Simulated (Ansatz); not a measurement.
Ansatz (a first-principles code) input:

Ansatz 0.2 input:
```yaml
crystal:
  periodic: [false, false, false]
  atoms:
    - {symbol: Cu, position_ang: [-0.00000000, -0.00000000, -0.05354870]}
    - {symbol: H, position_ang: [0.00000000, 0.00000000, 1.55291225]}
basis:
  gaussian:
    orbitals: def2-TZVPD
hamiltonian:
  xc: {name: LC-wPBE}
total_charge: -1
magnetization: {spin_polarized: true, initial_magnetization: 1}
output: {forces: true}
```

**Question.** Which total energy does the run end on?

**Answer.** -1640.88853 Eh (LC-wPBE/def2-TZVPD). The basis has 57 functions.

The spin state was set by rule; other spins were not relaxed.
